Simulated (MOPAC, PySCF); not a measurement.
[Zn(Cl)2], neutral singlet in the gas phase. 

Cartesian coordinates (Å):
```xyz
3

Zn     0.0000     0.0000     0.0000
Cl    -0.9899    -0.2991    -1.8311
Cl     0.9899     0.2991     1.8311
```
Charge 0, multiplicity 1.

All levels are single points at this geometry (PBE-D3(BJ)/def2-SVP); Pople sets use spherical d functions. Orbital energies aren't observables, and empty levels follow the basis.

| level | HOMO (eV) | LUMO (eV) | gap (eV) | dipole (D) | vertical IE, Delta-SCF (eV) |
|---|---|---|---|---|---|
| PBE-D3(BJ)/def2-TZVP in PySCF | -7.74 | -2.70 | 5.05 | 0.00 | – |
| TPSSh-D3(BJ)/def2-TZVP in PySCF | -8.39 | -2.15 | 6.23 | 0.00 | – |
| B3LYP/6-31G* (LANL2DZ on Zn) in PySCF | -8.85 | -2.34 | 6.51 | 0.00 | 11.62 |
| B3LYP/LANL2DZ in PySCF | -8.92 | -2.58 | 6.35 | 0.00 | – |
| BP86/6-31G* (LANL2DZ on Zn) in PySCF | -7.87 | -2.97 | 4.90 | 0.00 | – |
| M06-2X/6-31G* (LANL2DZ on Zn) in PySCF | -10.47 | -1.43 | 9.04 | 0.00 | – |
| PBE/6-31G* (LANL2DZ on Zn) in PySCF | -7.76 | -2.86 | 4.90 | 0.00 | – |
| SVWN5/6-31G* (LANL2DZ on Zn) in PySCF | -7.91 | -3.15 | 4.76 | 0.00 | – |
| HF/3-21G in PySCF | -12.52 | 0.72 | 13.24 | 0.00 | – |
| HF/6-31G* (LANL2DZ on Zn) in PySCF | -12.45 | 1.05 | 13.49 | 0.00 | 12.17 |
| AM1 in MOPAC | -12.15 | -1.22 | 10.93 | 0.00 | – |
| PM6 in MOPAC | -11.40 | -1.49 | 9.90 | 0.00 | – |
| PM7 in MOPAC | -11.26 | 0.26 | 11.52 | 0.00 | – |
